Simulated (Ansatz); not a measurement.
Relaxation of F4Si (5 atoms, charge 0, multiplicity 1), to a largest force component of 0.02 eV/Å in at most 40 steps.

Level of theory: RKS r2SCAN/def2-SVP in Ansatz 0.2.0.

```xyz
5
Properties=species:S:1:pos:R:3
Si 0.000 0.000 0.000
F 0.000 0.000 1.590
F 1.499 0.000 -0.529
F -0.749 1.297 -0.529
F -0.749 -1.297 -0.529
```

Question: Where does it end, and by what steps?

Answer: The forces met the threshold. After 2 steps the energy has fallen by 0.000 eV; F3 moved furthest, 0.00 Å.

```tsv
step	energy less start (eV)	largest force component (eV/Å)	accepted
0	0.0000	0.066	yes
1	-0.0001	0.036	yes
2	-0.0001	0.002	yes
```

```xyz
5
Properties=species:S:1:pos:R:3
Si 0.000 0.000 0.000
F 0.000 0.000 1.589
F 1.498 0.000 -0.529
F -0.748 1.297 -0.529
F -0.748 -1.297 -0.529
```

Run time: 6.6 s on 2 threads of Arm Neoverse V1, on a shared host, peak memory 0.14 GiB.
